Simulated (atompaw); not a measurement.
**u(r) = r·R(r): atom against pseudo-atom (Cl (Z = 17))**

Columns: radius, all-electron u(r) and pseudo u(r) of the 3s shell (level -20.69 eV) of chlorine in the configuration [Ne] 3s2 3p5; PBE, scalar-relativistic, PAW (atompaw) scheme, atompaw 4.2.0.5.

```json
{"r (bohr)": "0.054", "all-electron": "0.2307", "pseudo": "0.0319"}
{"r (bohr)": "0.108", "all-electron": "0.0555", "pseudo": "0.0644"}
{"r (bohr)": "0.162", "all-electron": "-0.1738", "pseudo": "0.0981"}
{"r (bohr)": "0.215", "all-electron": "-0.3398", "pseudo": "0.1328"}
{"r (bohr)": "0.269", "all-electron": "-0.4240", "pseudo": "0.1704"}
{"r (bohr)": "0.323", "all-electron": "-0.4306", "pseudo": "0.2103"}
{"r (bohr)": "0.377", "all-electron": "-0.3778", "pseudo": "0.2529"}
{"r (bohr)": "0.431", "all-electron": "-0.2846", "pseudo": "0.2981"}
{"r (bohr)": "0.485", "all-electron": "-0.1671", "pseudo": "0.3458"}
{"r (bohr)": "0.538", "all-electron": "-0.0404", "pseudo": "0.3946"}
{"r (bohr)": "0.592", "all-electron": "0.0911", "pseudo": "0.4458"}
{"r (bohr)": "0.646", "all-electron": "0.2185", "pseudo": "0.4980"}
{"r (bohr)": "0.700", "all-electron": "0.3375", "pseudo": "0.5504"}
{"r (bohr)": "0.754", "all-electron": "0.4455", "pseudo": "0.6020"}
{"r (bohr)": "0.808", "all-electron": "0.5412", "pseudo": "0.6518"}
{"r (bohr)": "0.862", "all-electron": "0.6240", "pseudo": "0.6990"}
{"r (bohr)": "0.915", "all-electron": "0.6931", "pseudo": "0.7416"}
{"r (bohr)": "0.969", "all-electron": "0.7514", "pseudo": "0.7806"}
{"r (bohr)": "1.023", "all-electron": "0.7979", "pseudo": "0.8142"}
{"r (bohr)": "1.077", "all-electron": "0.8336", "pseudo": "0.8418"}
{"r (bohr)": "1.131", "all-electron": "0.8593", "pseudo": "0.8629"}
{"r (bohr)": "1.185", "all-electron": "0.8761", "pseudo": "0.8774"}
{"r (bohr)": "1.238", "all-electron": "0.8849", "pseudo": "0.8853"}
{"r (bohr)": "1.292", "all-electron": "0.8869", "pseudo": "0.8870"}
{"r (bohr)": "1.346", "all-electron": "0.8830", "pseudo": "0.8830"}
{"r (bohr)": "1.400", "all-electron": "0.8739", "pseudo": "0.8739"}
```

Task: How many radial nodes do the two functions have?

Result: The all-electron 3s function has n − l − 1 = 2; the pseudo-wave has 0, since the states of the same l below it are removed with the core.

Task: Is the pseudo-wave norm-conserving?

Result: No, it belongs to a PAW set: the norm inside the radius is not constrained, and the difference is carried by the augmentation charge.
